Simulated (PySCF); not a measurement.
OS2, SMILES [S+](=S)[O-].

Coordinates come from a PBE0-D3(BJ)/def2-TZVP optimisation.

Two levels are set side by side: TDDFT-PBE/def2-SVPD (PySCF) and TDDFT-B3LYP/def2-SVPD (PySCF). Vertical, same geometry. The lowest singlet is HOMO→LUMO 98 % with PBE and HOMO→LUMO 100 % with the other functional; states are paired by order. Differences are taken from unrounded values.

```
quantity                               TDDFT-B3LYP
-------------------------------------  -----------
lowest singlet excitation (eV)                2.38
lowest triplet excitation (TDA) (eV)          1.82
first bright state (f over 0.05) (eV)         4.48
its oscillator strength                       0.07
```

What does TDDFT-PBE give, and how far is it from TDDFT-B3LYP? (Estimate from the structure and the level; the computed values follow.)


```csv
quantity,TDDFT-PBE,TDDFT-PBE minus TDDFT-B3LYP
lowest singlet excitation (eV),2.39,0.01
lowest triplet excitation (TDA) (eV),1.82,0.00
first bright state (f over 0.05) (eV),4.55,0.07
its oscillator strength,0.06,-0.01
```

Rough cost on one machine, each run with all the roots and properties that it gave: TDDFT-B3LYP against TDDFT-PBE about 3 times.
